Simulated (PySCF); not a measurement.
Bi(Br)(Et)2, C4H10BiBr, SMILES C[CH2][Bi]([Br])[CH2]C at its GFN2-xTB optimised geometry (Å):

```
16

Bi    -0.8178    -1.3176     0.0000
Br     1.7959    -1.3176     0.0000
C     -0.8696     0.9611     0.0000
C     -0.7802     1.5266     1.4070
H     -1.7959     1.2674    -0.4804
H     -0.0383     1.3176    -0.5993
H      0.1541     1.2313     1.8812
H     -1.6062     1.1764     2.0252
H     -0.8142     2.6160     1.3867
C     -0.9017    -1.5212    -2.2734
C     -0.1436    -0.4454    -3.0252
H     -1.9549    -1.5108    -2.5471
H     -0.5007    -2.5032    -2.5140
H      0.9031    -0.4314    -2.7289
H     -0.5723     0.5355    -2.8339
H     -0.1842    -0.6276    -4.0993
```

Level of theory: PBE0/def2-TZVP, def2 effective core potentials past Kr in PySCF. The core electrons that the potentials of Bi replace are not part of the density. Cells within 0.4 Å of a nucleus heavier than hydrogen are left out (blank, or x).

Map of the Laplacian of the electron density (e/bohr⁵), clipped to [-1.50, 1.50] on the plane z = 0.0 Å:

```
|55555555555555555555555555555|
|55555555555555555555555555555|
|55555555555555555555555555555|
|55555555555555555555555555555|
|55555555555555555555555555555|
|55555555555555555555555555555|
|55555555555555555555555555555|
|55555555555555555555555555555|
|55555555555555555555555555555|
|55555555544545555555555555555|
|5555555543xxx4555555555555555|
|5555555554xxx4555555555555555|
|55555555554x35555555555555555|
|55555555554445555555555555555|
|55555555555455555555555555555|
|55555555555665555555555555555|
|55555555579998555554554555555|
|55555555699009755559999555555|
|5555555589xxx9955499xx9555555|
|5555555589xxx395549xxx9555555|
|55555555690x09855559999555555|
|55555555589999655555874555555|
|55555555556665555555555555555|
|55555555555555555555555555555|
|55555555555555555555555555555|
|55555555555555555555555555555|
|55555555555555555555555555555|
|55555555555555555555555555555|
|55555555555555555555555555555|
```
Scale: ten equal steps from -1.50 (start of '0') to 1.50 (end of '9'), in the order '0123456789'; x runs from -4.00 to 4.00, y from -4.00 (bottom) to 4.00 (top).
